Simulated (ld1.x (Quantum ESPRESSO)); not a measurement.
**Sn, RRKJ: configuration errors across variants**

| Item | Value |
| --- | --- |
| Element | Sn (Z = 50) |
| Generator | ld1.x (Quantum ESPRESSO) 7.5 |
| Type | norm-conserving RRKJ (Kleinman–Bylander form) |
| Functional | LDA (PZ) |
| Relativity | scalar-relativistic |
| Frozen core | [Ar] 3d10 |
| Valence charge | 22 |
| Reference configuration | 4s2 4p6 4d10 5s2 5p1 (charge +1) |
| Partial waves | 4p (bound): rc 1.00 bohr; 4d (bound): rc 1.05 bohr; 4s (bound): rc 1.10 bohr |
| Local potential | the s channel |
| Core correction | none |
| rho0 | 0.02 |

Occupied shells without a wave of their own: 5p, 5s. They enter only through the test configuration that unscreens the potential.

All-electron excitation energies from the reference (eV): (1) 4s2 4p6 4d10 5s2 5p2 -7.098; (2) 4s2 4p6 4d10 5s2 5p0 14.264; (3) 4s2 4p6 4d10 5s1 5p0 45.715; (4) 4s2 4p6 4d9 5s2 5p3 17.250; (5) 4s2 4p6 4d10 5s2 5p1.5 -4.382; (6) 4s2 4p5 4d10 5s2 5p2 90.295; (7) 4s2 4p6 4d10 5s1 5p3 -0.024; (8) 4s2 4p6 4d10 5s2 5p1 spin -0.153; (9) 4s2 4p6 4d10 5s2 5p2 spin -7.573.

Spin tests fill each open shell by Hund’s rule, majority spin first.

For the base: The 5p, 5s levels have no wave, so the channel is fitted at the deeper level alone: the likely source of the large errors.

2 further variants failed, have other tests or too few solved ones, and are left out.

The file “base” misses its own reference levels by 1.0 eV. The file “wave 4p (bound): rc 1.00 bohr becomes 4p (bound): rc 0.70 bohr” misses its own reference levels by 1.0 eV. The file “wave 4p (bound): rc 1.00 bohr becomes 4p (bound): rc 1.06 bohr” misses its own reference levels by 1.0 eV. The file “wave 4p (bound): rc 1.00 bohr becomes 4p (bound): rc 1.22 bohr” misses its own reference levels by 1.0 eV. The file “wave 4p (bound): rc 1.00 bohr becomes 4p (bound): rc 1.32 bohr” misses its own reference levels by 1.0 eV.

Errors AE − PS in meV (a dash: test not solved or not reliable):

| change | (1) | (2) | (3) | (4) | (5) | (6) | (7) | (8) | (9) | bound ghosts |
| --- | --- | --- | --- | --- | --- | --- | --- | --- | --- | --- |
| base | +145 | -248 | -1615 | +474 | +85 | +310 | -599 | +3.1 | +154 | none |
| wave 4p (bound): rc 1.00 bohr becomes 4p (bound): rc 0.70 bohr | +200 | -345 | -1746 | +640 | +117 | +421 | -472 | +2.7 | +209 | none |
| wave 4p (bound): rc 1.00 bohr becomes 4p (bound): rc 1.06 bohr | +155 | -265 | -1639 | +505 | +91 | +331 | -576 | +3.0 | +164 | none |
| wave 4p (bound): rc 1.00 bohr becomes 4p (bound): rc 1.22 bohr | +215 | -371 | -1782 | +687 | +125 | +449 | -437 | +2.5 | +224 | none |
| wave 4p (bound): rc 1.00 bohr becomes 4p (bound): rc 1.32 bohr | +303 | -528 | -1992 | +956 | +177 | +624 | -234 | +2.0 | +312 | none |

Question: Give the same row for: wave 4p (bound): rc 1.00 bohr becomes 4p (bound): rc 1.52 bohr.

Answer: +383, -669, -2182, +1199, +224, +786, -53, +1.4, +392; bound ghosts: none.
